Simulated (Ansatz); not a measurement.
`CCC(CC(CC(CC(C)OC)OC)OC)OC`. The state is a triplet with charge 0. Geometry PBE-D4/def2-SVP, that of the neutral singlet; atoms count from 1.

```xyz
48

C    -2.0360   -4.0798   -1.2429
C    -2.4059   -3.1608   -0.0799
C    -1.7032   -1.7975   -0.1150
C    -2.1034   -0.9163    1.0735
C    -1.5031    0.4971    1.0684
C     0.0196    0.5251    1.2518
C     0.7014    1.6679    0.5028
C     2.2271    1.6910    0.6909
C     2.9511    0.4152    0.2541
C     4.4716    0.5750    0.3189
O     2.4961    0.1053   -1.0666
C     2.8015   -1.1967   -1.5052
O     0.1127    2.8909    0.9438
C     0.2540    3.9654    0.0478
O    -2.0921    1.2574    2.1246
C    -3.1099    2.1309    1.7083
O    -2.0332   -1.1139   -1.3324
C    -0.9579   -0.9235   -2.2249
H    -2.5742   -5.0470   -1.1834
H    -2.2987   -3.6073   -2.2104
H    -0.9483   -4.3034   -1.2580
H    -3.5027   -2.9783   -0.0778
H    -2.1703   -3.6487    0.8910
H    -0.5998   -1.9738   -0.0870
H    -3.2102   -0.8145    1.0739
H    -1.8297   -1.4248    2.0230
H    -1.7545    0.9599    0.0861
H     0.2279    0.6042    2.3401
H     0.4647   -0.4271    0.8999
H     0.4937    1.5393   -0.5880
H     2.6500    2.5426    0.1159
H     2.4506    1.8832    1.7616
H     2.6548   -0.4238    0.9347
H     4.8029    1.3767   -0.3724
H     5.0010   -0.3596    0.0468
H     4.7881    0.8477    1.3455
H     2.3036   -1.3435   -2.4839
H     3.8951   -1.3680   -1.6447
H     2.4218   -1.9759   -0.7980
H    -0.3157    4.8204    0.4629
H     1.3133    4.2932   -0.0882
H    -0.1557    3.7241   -0.9644
H    -3.4988    2.6437    2.6112
H    -3.9659    1.6037    1.2164
H    -2.7279    2.9068    1.0010
H    -0.1149   -0.3502   -1.7708
H    -1.3453   -0.3459   -3.0883
H    -0.5454   -1.8865   -2.6130
```

Single mean-field runs in def2-TZVP are fitted with def2-universal-jkfit. At PBE0-D4/def2-TZVP a singlet of charge 0 lies 6.83 eV below the triplet at the same geometry.

Q: Estimate the Mulliken populations of the heavy atoms from the PBE0/def2-TZVP orbitals of Ansatz.

A: 
```json
{"atom": "C1", "charge (e)": "-0.13", "spin (α − β)": "-0.27"}
{"atom": "C2", "charge (e)": "-0.14", "spin (α − β)": "0.07"}
{"atom": "C3", "charge (e)": "0.34", "spin (α − β)": "-0.30"}
{"atom": "C4", "charge (e)": "-0.14", "spin (α − β)": "0.07"}
{"atom": "C5", "charge (e)": "0.11", "spin (α − β)": "0.03"}
{"atom": "C6", "charge (e)": "-0.14", "spin (α − β)": "-0.13"}
{"atom": "C7", "charge (e)": "0.07", "spin (α − β)": "0.02"}
{"atom": "C8", "charge (e)": "-0.18", "spin (α − β)": "0.03"}
{"atom": "C9", "charge (e)": "0.07", "spin (α − β)": "-0.05"}
{"atom": "C10", "charge (e)": "-0.37", "spin (α − β)": "0.00"}
{"atom": "O11", "charge (e)": "-0.28", "spin (α − β)": "0.09"}
{"atom": "C12", "charge (e)": "0.07", "spin (α − β)": "-0.29"}
{"atom": "O13", "charge (e)": "-0.27", "spin (α − β)": "0.01"}
{"atom": "C14", "charge (e)": "-0.23", "spin (α − β)": "0.00"}
{"atom": "O15", "charge (e)": "-0.20", "spin (α − β)": "0.18"}
{"atom": "C16", "charge (e)": "-0.25", "spin (α − β)": "-0.01"}
{"atom": "O17", "charge (e)": "-0.13", "spin (α − β)": "0.40"}
{"atom": "C18", "charge (e)": "-0.11", "spin (α − β)": "-0.10"}
```
Mulliken values and Mayer orders depend strongly on the basis.

Q: Where does the spin sit?

A: Summed by element: C -0.92, O 0.67, H 2.25, of 2 unpaired in all. Largest on single atoms: H24 0.55, O17 0.40, H39 0.34.

Q: And the Mayer bond orders between bonded heavy atoms (over 0.3)?

A: C1–C2 1.02 (1.53 Å); C2–C3 0.95 (1.53 Å); C3–C4 0.96 (1.53 Å); C3–O17 0.92 (1.43 Å); C4–C5 0.95 (1.54 Å); C5–C6 0.94 (1.53 Å); C5–O15 0.94 (1.43 Å); C6–C7 0.98 (1.53 Å); C7–C8 1.01 (1.54 Å); C7–O13 0.98 (1.43 Å); C8–C9 0.99 (1.53 Å); C9–C10 0.97 (1.53 Å); C9–O11 0.97 (1.43 Å); O11–C12 0.95 (1.41 Å); O13–C14 0.99 (1.41 Å); O15–C16 0.98 (1.40 Å); O17–C18 0.96 (1.41 Å).
